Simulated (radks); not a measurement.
The table gives one normalised radial function P(r) = r R(r) of P4+ in [Ne] 3d1 (r in bohr). All-electron calculation, non-relativistic Kohn-Sham, PBE, spin-unpolarised, spherical densities, point nucleus. Program: a radial shooting solver on a logarithmic mesh with Libxc functionals.

r,P
0.01107,1.0593
0.016,1.4216
0.02293,1.8369
0.03287,2.2703
0.04712,2.6339
0.06753,2.7933
0.0968,2.6089
0.1387,2.0366
0.2005,1.2174
0.2873,0.5139
0.4118,0.1315
0.5903,0.0167
0.8461,0.0008
1.213,0.0000
1.738,0.0000
2.511,0.0000
3.6,0.0000
5.16,0.0000

Which n and l does it have? It may be an empty orbital.

Answer. n = 1, l = 0: the number of nodes gives n - l - 1 = 0, the rise at small r (about r^(l+1)) gives l, and the extent must fit the shell. The curve is that of 1s. 1s: eigenvalue -2140.4 eV, 0 radial nodes, <r> = 0.104 bohr, 90 % of the charge inside 0.186 bohr.
